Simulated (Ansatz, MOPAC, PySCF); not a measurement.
System: KOH, charge 0, multiplicity 1. SMILES: [OH][K]
Geometry: optimised at B3LYP-D3(BJ)/def2-TZVP (Ansatz, an electronic-structure program).

Property: size of the dipole moment, in D. Terms: 6-31G* and kin with 6d, 5d where marked; no dispersion term unless named; LANL2DZ with its own core potentials from Na on; 6-311+G** with 5d; spin-orbit terms left out; non-relativistic. First-principles rows: single points at B3LYP-D3(BJ) geometries (Ansatz). Semi-empirical rows: dipoles at the shared geometry.

```
level                                    program  size of the dipole moment (D)
---------------------------------------  -------  -----------------------------
AM1                                        MOPAC                           6.75
PM6                                        MOPAC                           6.50
SVWN5/6-31G*                              Ansatz                           5.94
PBE/STO-3G                                Ansatz                           3.53
PBE/LANL2DZ                               Ansatz                           6.64
PBE/6-31G* with LANL2DZ past Ar           Ansatz                           6.19
PBE/6-311+G**                             Ansatz                           7.05
BLYP/6-31G* with LANL2DZ past Ar          Ansatz                           6.08
BP86/6-31G* with LANL2DZ past Ar (5d)      PySCF                           6.29
B3LYP/6-31G                               Ansatz                           5.84
B3LYP/6-31G*                              Ansatz                           6.31
PBE0/6-31G* with LANL2DZ past Ar          Ansatz                           7.02
M06-2X/6-31G* with LANL2DZ past Ar (5d)    PySCF                           7.43
M06-2X/6-311+G**                           PySCF                           7.34
```

No value to compare with is used here. The 14 habitual levels span 3.53 (PBE/STO-3G) to 7.43 D (M06-2X/6-31G* with LANL2DZ past Ar (5d)).

The levels are drawn from those run, B3LYP/6-31G* more often than the rest, none by its result; runs whose electronic state is in doubt are left out.
